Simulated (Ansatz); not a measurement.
# Which is lower?

Two relaxed structures of MgH2Te, singlet (PBE0-D4/def2-TZVP; forces vanish, vibrations not checked).

A:

```xyz
4
angstrom
Mg 0.1511 -0.8327 0.4542
Te 0.7980 1.5914 -0.3450
H -0.2583 -2.3945 0.9726
H -0.6907 1.6357 -1.0818
```

B:

| atom | x (Å) | y (Å) | z (Å) |
| --- | --- | --- | --- |
| Mg1 | 0.4019 | -0.3323 | 0.0769 |
| Te2 | 0.7327 | 2.0783 | -0.1510 |
| H3 | -0.0952 | -2.7041 | 0.6171 |
| H4 | 0.2544 | -2.8072 | -0.0424 |

Program: Ansatz 0.2.0. Basis: def2-TZVPP. Cores are frozen in the correlated methods. Filled d shells of the heavier atoms are correlated. Core potentials replace the inner electrons of the atoms past krypton. The outer core shell of Li, Na, Mg and K is correlated. The def2 sets are not built for correlating such inner shells, so the correlated values are less sure here. B3LYP uses VWN-RPA correlation.

**Question.** Which structure is lower at CCSD(T), and by how much? (To be estimated.)

**Answer.** Computed: A, by 27.18 kcal/mol (electronic energy, against the other). By their contacts, A is MgH₂Te ([MgH][TeH]) and B is a complex of MgTe + H₂.

All methods give the same order:

```csv
method,E(B) − E(A) (kcal/mol)
PBE-D4,23.69
r2SCAN-D4,26.37
PBE0-D4,26.82
B3LYP-D4,25.19
wB97M-V,29.48
HF,32.42
MP2,25.01
CCSD,29.59
CCSD(T),27.18
```

The T1 diagnostic stays at or below 0.014. The restricted Hartree–Fock reference is unstable towards an unrestricted one at one or more of these structures.

Labels in which every atom is bracketed show which atoms are joined, not bond orders.

For scale, one of the runs: CCSD(T)/def2-TZVPP, 110 basis functions, launched by `ansatz run in.yaml --threads 2 --pin off --events-out ev --progress --plain --max-ram 4352MiB`. Hardware: 2 CPU threads of an Arm Neoverse V1, shared host. Wall time about 13 s.
